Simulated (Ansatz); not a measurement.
Z-matrix (Å, degrees):
```
C
Ga 1 1.935
H 1 1.089 2 110.1
H 1 1.090 2 110.0 3 121.5
H 1 1.091 2 109.2 3 -119.4
F 2 1.747 1 124.7 3 -154.6
F 2 1.747 1 124.8 3 25.8
```

Charge 0, multiplicity 1.

List the CAM-B3LYP/def2-TZVPP orbital energies in eV (Ansatz). (Estimate.)

Computed: Occupied: -10140.42, -1251.97, -1109.31, -1109.16, -1109.14, -672.46, -672.46, -279.48, -152.47, -106.02, -105.71, -105.65, -33.18, -33.03, -25.76, -25.71, -25.66, -25.55, -25.31, -21.75, -15.23, -13.94, -13.75, -13.14, -13.03, -12.86, -12.45, -12.24, -11.04. Lowest empty: 0.10, 0.14, 2.17, 2.51, 3.46, 3.54, 4.67, 5.78.
